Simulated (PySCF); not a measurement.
A structure optimised at PBE0-D3(BJ)/def2-SVP, used in a PySCF frequency run:

```
Si
F 1 1.6213
N 1 1.7025 2 114.19
H 3 1.0168 1 115.44 2 74.83
N 1 1.7042 2 103.15 3 123.91
H 5 1.0154 1 116.80 2 -171.60
Si 5 1.7564 6 116.20 1 173.40
Si 3 1.7574 4 115.57 1 176.18
H 8 1.4908 3 111.80 4 -123.37
H 7 1.4914 5 111.34 6 -123.67
H 8 1.4922 9 108.74 3 124.07
H 7 1.4925 10 108.54 5 123.52
H 7 1.4926 10 109.69 12 119.01
H 8 1.4931 9 109.53 11 119.00
Cl 1 2.0610 2 105.45 5 121.06
```
Charge 0, spin multiplicity 1.

Problem. Write its SMILES and formula.

Solution. F[Si](Cl)(N[SiH3])N[SiH3], ClFH₈N₂Si₃

Problem. What are its rotational constants (standard atomic weights)?

Solution. 2.0553, 0.67581, 0.59869 GHz
